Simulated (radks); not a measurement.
Ionisation of the tungsten ion W3+, [Xe] 4f14 5d3, to [Xe] 4f14 5d2 as the strength of local exchange is varied. Calculated with a radial shooting solver on a logarithmic mesh with Libxc functionals: scalar-relativistic Kohn-Sham, Slater X-alpha exchange (alpha = 2/3 is LDA exchange), no correlation, spin-polarised, spherical densities, finite nucleus; open shells are filled with parallel spins first (spin-orbit coupling, left out, can overturn this in heavy ions); Fermi nuclear charge, rms radius 5.3658 fm.

[
 {"alpha": "0.621", "E(W3+) (hartree)": "-16100.3115", "exchange (hartree)": "-283.6517", "IE (eV)": "36.260", "-e of the level emptied (eV)": "30.348 (5d)", "<r> of it (bohr)": "1.788"},
 {"alpha": "0.64", "E(W3+) (hartree)": "-16109.0354", "exchange (hartree)": "-292.4981", "IE (eV)": "36.614", "-e of the level emptied (eV)": "30.685 (5d)", "<r> of it (bohr)": "1.780"},
 {"alpha": "0.663", "E(W3+) (hartree)": "-16119.6025", "exchange (hartree)": "-303.2201", "IE (eV)": "37.046", "-e of the level emptied (eV)": "31.096 (5d)", "<r> of it (bohr)": "1.771"},
 {"alpha": "0.667", "E(W3+) (hartree)": "-16121.4410", "exchange (hartree)": "-305.0863", "IE (eV)": "37.121", "-e of the level emptied (eV)": "31.167 (5d)", "<r> of it (bohr)": "1.769"},
 {"alpha": "0.887", "E(W3+) (hartree)": "-16222.9008", "exchange (hartree)": "-408.4021", "IE (eV)": "41.411", "-e of the level emptied (eV)": "35.273 (5d)", "<r> of it (bohr)": "1.685"},
 {"alpha": "1.002", "E(W3+) (hartree)": "-16276.2031", "exchange (hartree)": "-462.9351", "IE (eV)": "43.765", "-e of the level emptied (eV)": "37.540 (5d)", "<r> of it (bohr)": "1.646"}
]

NIST Atomic Spectra Database: 38.2 +/- 0.4 eV (semi-empirical). The Delta-SCF value meets it near alpha = 0.72. Open shells are spherical and high-spin; term and fine-structure splittings are not resolved. Spin-orbit splitting is averaged out at the scalar-relativistic level.
